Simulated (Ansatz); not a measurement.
Potential energy curve for Ti(F)3, F3Ti, SMILES [F][Ti]([F])[F], doublet. The Ti1–F4 bond (Ti1 also carries F, F; F4 carries nothing else) is varied alone, starting from the PBE0/def2-TZVP optimised geometry.

Computed with unrestricted PBE0/def2-TZVP in Ansatz (a first-principles code).

Problem. Relative to R = 1.77 Å, what are the energies at R = 1.54, 1.65, 2.92, 3.27 Å?

Solution. 105.3 kJ/mol at 1.54 Å, 23.2 kJ/mol at 1.65 Å, 375.6 kJ/mol at 2.92 Å, 455.7 kJ/mol at 3.27 Å.

The unrestricted determinant behind UKS-PBE0 is spin-contaminated at 3.27 to 5.16 Å (<S²> up to 1.5, against 0.75 for a pure doublet).
